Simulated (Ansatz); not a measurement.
Geometry optimisation, Ansatz 0.2.0, RKS B3LYP-D4/def2-SVP.

The input (input.yaml):

```yaml
crystal:
  periodic: [false, false, false]
  atoms:
    - { symbol: W, position_ang: [0.0, 0.0, 0.0] }
    - { symbol: H, position_ang: [0.0, 0.0, 1.72] }
    - { symbol: F, position_ang: [1.85, 0.0, 0.0] }
    - { symbol: F, position_ang: [0.0, 1.85, 0.0] }
    - { symbol: H, position_ang: [-1.72, 0.0, 0.0] }
    - { symbol: H, position_ang: [0.0, -1.72, 0.0] }
    - { symbol: Cl, position_ang: [0.0, 0.0, -2.39] }
basis:
  gaussian: { orbitals: def2-SVP }
hamiltonian:
  xc: b3lyp
  dispersion: d4
relax:
  f_tol: 0.02
  max_steps: 40
output:
  orbitals: {}
```

Command:

```bash
$ ansatz run input.yaml --threads 1 --pin off --max-ram 2048MiB --backend cpu --events-out ev --progress --plain --runs-dir out
```

Problem. Where does it end, and by what steps?

Solution. The run converged. After 8 steps the energy has fallen by 2.589 eV; H2 moved furthest, 0.48 Å.

```tsv
step	energy less start (eV)	largest force component (eV/Å)	accepted
0	0.0000	3.424	yes
1	-1.1189	1.183	yes
2	-1.8535	3.209	yes
3	-2.3937	1.440	yes
4	-2.5740	0.484	yes
5	-2.5848	0.259	yes
6	-2.5886	0.131	yes
7	-2.5880	0.219	no
8	-2.5892	0.007	yes
```

```xyz
7
Properties=species:S:1:pos:R:3
W 0.272 0.272 -0.263
H -0.156 -0.156 1.294
F 1.992 -0.253 0.282
F -0.253 1.992 0.282
H -1.329 -0.089 0.067
H -0.089 -1.329 0.067
Cl -0.307 -0.307 -2.400
```

Whether the end is a true minimum wasn't checked by a vibrational analysis.

Time of the run: 50 s on 1 thread of Arm Neoverse V2 (shared host), peak memory 0.2 GiB.
